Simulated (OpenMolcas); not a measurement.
**P2+: the spin-orbit constant, worked from levels**

```
Program             : OpenMolcas
Basis               : ANO-R2 [5s4p3d1f]
Scalar Hamiltonian  : X2C, finite nucleus
Active space        : 3 electrons in 8 orbitals (3s 3p 4s 4p)
State averaging     : 2S+1 = 4 odd, 1 root; 2S+1 = 2 odd, 11 roots; 2S+1 = 4 even, 3 roots; 2S+1 = 2 even, 9 roots
Spin-orbit coupling : state interaction with AMFI integrals over the reference wave functions, term energies averaged over their components
```

Methods: CASSCF; MS-CASPT2, IPEA 0.25 Eh, imaginary shift 0.1 Eh (closed shells correlated: 2s 2p). Measured levels: Martin, Zalubas and Musgrove, J. Phys. Chem. Ref. Data 14, 751 (1985).

**The spin-orbit constant.** For the Hund term 2P* of p1, E(J) = (A/2) J(J+1) + constant and ζ = 2S·A = A. From J = 1/2 to J = 3/2 the energy changes by 1.5 A.

| Source | E(3/2) - E(1/2) | A | ζ |
| --- | --- | --- | --- |
| CASSCF | 488.9 | 325.9 | 326 |
| MS-CASPT2 | 498.6 | 332.4 | 332 |
| measured | 559.1 | 372.7 | 373 |

All in cm-1. MS-CASPT2 is off by -10.8 % and CASSCF by -12.6 %. Both methods take the spin-orbit matrix elements from the reference wave functions, so the second can move ζ only through the term energies and any multistate remixing.

Over all roots computed the reference weight is 0.86 to 0.99 in MS-CASPT2; the roots of lowest weight are the least certain, and an intruder state may touch them. The run also gave levels led by 3s2 4p, which use shells meant for correlation; these and all levels above them are left out. Measured partners are found by configuration, term and J. A level has none where our copy of the source lacks it or the pairing is in doubt (some pairs that miss far off the trend of their configuration count as doubtful), and it then counts in no deviation. Only configurations of the active space appear.

* marks odd parity.
